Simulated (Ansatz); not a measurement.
Worked example: a bond strength in CH3BCl2O (methoxydichloroborane)

CH3BCl2O: 8 atoms, total charge 0, spin state singlet. As SMILES, `COB(Cl)Cl`. Geometry: optimised at r2SCAN/def2-SVP.

```csv
atom,x (Å),y (Å),z (Å)
C,-0.1714,-0.6469,0.9428
O,0.0051,-0.5422,-0.4615
B,0.2133,0.5775,-1.1563
Cl,0.3880,0.4528,-2.9039
Cl,0.3222,2.1742,-0.3921
H,0.4481,-1.4804,1.3025
H,0.1144,0.2814,1.4589
H,-1.2274,-0.8736,1.1537
```

Wanted: the dissociation energy of the Cl5–B3 bond into doublet Cl and doublet CH3BClO (shapes relaxed at r2SCAN/def2-SVP, no zero-point term). 1 Eh = 2625.50 kJ/mol = 27.2114 eV. Totals in Eh; open shells run unrestricted unless said.

| level | program | CH3BCl2O | doublet Cl | doublet CH3BClO |
| --- | --- | --- | --- | --- |
| PBE/def2-SVP | Ansatz | -1059.570652 | -459.797020 | -599.577449 |
| r2SCAN/def2-SVP | Ansatz | -1059.988278 | -459.959987 | -599.835619 |
| MP2/def2-SVP, 13 core orbitals frozen | Ansatz | -1058.573326 | -459.428240 | -598.952368 |

Task: Work out the dissociation energy at each level.

Result: 
1. PBE/def2-SVP: (-459.797020) + (-599.577449) − (-1059.570652) = 0.196183 Eh = 515.1 kJ/mol = 5.34 eV.
2. r2SCAN/def2-SVP: (-459.959987) + (-599.835619) − (-1059.988278) = 0.192672 Eh = 505.9 kJ/mol = 5.24 eV.
3. MP2/def2-SVP: (-459.428240) + (-598.952368) − (-1058.573326) = 0.192718 Eh = 506.0 kJ/mol = 5.24 eV.

The levels span 506 to 515 kJ/mol; no measured value is set beside them. A bond enthalpy at 298 K also holds the loss of zero-point energy and thermal terms.
